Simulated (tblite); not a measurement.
Species: C₇H₁₄AlN.
Structure used (GFN2-xTB), in Å, numbered top down from 1:
```xyz
23
C7H14AlN angstrom
C      3.506    1.626    0.262
C      2.208    1.579   -0.034
Al     1.236   -0.146   -0.153
C      2.075   -1.930    0.128
N     -0.507   -0.056   -0.591
C     -1.441   -1.165   -0.647
C     -2.587   -0.746    0.288
C     -2.572    0.792    0.217
C     -1.361    1.115   -0.681
H      4.074    0.726    0.455
H      4.072    2.549    0.328
H      1.716    2.537   -0.217
H      2.201   -2.471   -0.815
H      1.472   -2.576    0.774
H      3.066   -1.858    0.585
H     -1.827   -1.287   -1.670
H     -0.958   -2.096   -0.344
H     -2.379   -1.082    1.304
H     -3.540   -1.168   -0.026
H     -2.435    1.222    1.209
H     -3.493    1.191   -0.205
H     -1.702    1.257   -1.717
H     -0.827    2.013   -0.366
```

Method: GFN2-xTB as coded in tblite; computed harmonic values from a numerical Hessian at the method's own geometry, unscaled. The method is semi-empirical: single wavenumbers can be off by several per cent or more. One conformer, not necessarily the lowest. The optimisation stopped once no atom felt more than 0.01 eV/Å.

Lowest wavenumbers of the output (negative numbers stand for imaginary wavenumbers):
```
mode    cm-1
  1     -28.3
  2      22.3
  3      54.6
  4      69.9
  5      83.9
  6      94.5
  7     122.6
  8     178.3
  9     184.0
 10     213.3
```

Question: Is this structure a minimum?

Answer: Not by this Hessian. 1 mode is imaginary beyond 20i (28i cm⁻¹), so at this level the point lies at or near a first-order saddle. The curvature is small, so loose convergence or finite differences may be the whole cause.

Question: Which atoms move in the imaginary mode?

Answer: 28i: H13 (methyl hydrogen) 36 %, H15 (methyl hydrogen) 23 %, H14 (methyl hydrogen) 23 %. These are shares of the mass-weighted motion.

Question: What is the remedy?

Answer: Step along that mode in both directions, optimise again with tighter thresholds and repeat the frequencies. The zero-point energy of this point (119.6 kcal/mol) counts the 62 real modes alone, and thermal corrections from it aren't those of a minimum.
